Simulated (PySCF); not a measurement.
Ge(H)(Br)(Vi)2, C4H7BrGe, SMILES C=[CH][GeH]([Br])[CH]=C (B3LYP/def2-SVP optimised geometry):

```
13

Ge     0.109    -0.690     0.000
Br    -0.569    -1.712    -2.008
C     -0.633    -1.733     1.471
C     -1.391    -2.826     1.339
C     -0.522     1.151     0.000
C      0.311     2.198     0.011
H      1.653    -0.690     0.000
H     -0.394    -1.361     2.477
H     -1.653    -3.231     0.355
H     -1.781    -3.363     2.211
H     -1.606     1.319     0.000
H     -0.056     3.231     0.025
H      1.401     2.076     0.003
```

Method: B3LYP/def2-TZVP (PySCF).

Problem. What are the frontier orbital energies and the dipole moment?

Solution. HOMO-2 -7.85 eV, HOMO-1 -7.78 eV, HOMO -7.68 eV, LUMO -1.22 eV, LUMO+1 -0.78 eV; dipole moment 2.56 D.

Meta-Löwdin charges at B3LYP/def2-TZVP: Ge1 0.68, Br2 -0.31, C3 -0.32, C4 -0.21, C5 -0.31, C6 -0.21, H7 -0.07, H8 0.12, H9 0.13, H10 0.12, H11 0.13, H12 0.12, H13 0.12.
